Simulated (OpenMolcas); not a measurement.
d1 ions of charge +4 down a group with 6 bromide ligands in octahedral coordination

```json
{
 "Program": "OpenMolcas",
 "Method": "CASSCF",
 "Spin-orbit coupling": "RASSI with atomic mean-field integrals over the reference wave functions"
}
```

The d shell is active. Anionic complexes are neutralised by point charges behind the ligands. Distances were set from a Shannon-type radius of the metal (high-spin where two are listed) plus a fixed donor radius (Br 1.91 Å). Ligand basis ANO-RCC-VTZP, DKH2 Hamiltonian. States (labels of O, the rotations of Oh). Energies in cm-1 above the lowest state or level, χT in cm3 K/mol; under a threefold ground state the first gap can be a small split of the lowest multiplet, not the spin-orbit step; 10Dq is the gap between the two states. Spin-only χT is S(S+1) / 2 for the spin of the ground state.

| Ion | Shell | R (Å) | Metal basis | Outer charge (e at Å behind ligand) | Ground state | First state of that spin | 10Dq | First gap with spin-orbit (degeneracies) | χT at 300 K | Spin-only χT |
| --- | --- | --- | --- | --- | --- | --- | --- | --- | --- | --- |
| V4+ | 3d1 | 2.49 | ANO-RCC-VTZP | 0.33 at 2.8 | 2T2 | 2E 14867 | 14867 | 386.4 (4, 2) | 0.343 | 0.375 |
| Nb4+ | 4d1 | 2.59 | ANO-RCC-VTZP | 0.33 at 2.6 | 2T2 | 2E 19463 | 19463 | 999.7 (4, 2) | 0.151 | 0.375 |

The rows also differ in their outer charges, so part of each step comes from that.

|10Dq| changes by a factor of 19463 / 14867 = 1.31 from V4+ to Nb4+.

χT departs most from the spin-only value for Nb4+, by -0.224 cm3 K/mol.

An orbital triplet at a regular site is open to Jahn-Teller coupling, which can distort the site and quench the lowest spin-orbit gaps and is left out. Ligand-to-metal charge-transfer states are missing. The least metal-like active orbital is 72 % on the metal (Löwdin) and no ligand orbital is active, so the numbers are rough (holds for V4+). This ion would oxidise such ligands; the complex is a model and need not exist (holds for V4+). With metal d orbitals alone and no dynamic correlation the field as a rule comes out too small, by tens of per cent, by up to half for chloride and softer ligands (holds for V4+). The least metal-like active orbital is 66 % on the metal (Löwdin) and no ligand orbital is active, so the numbers are rough (holds for Nb4+). With metal d orbitals alone the field can be off either way by tens of per cent (holds for Nb4+). No measured value stands beside these numbers; the geometry is a model, was not optimised and need not be the one that this ion takes.
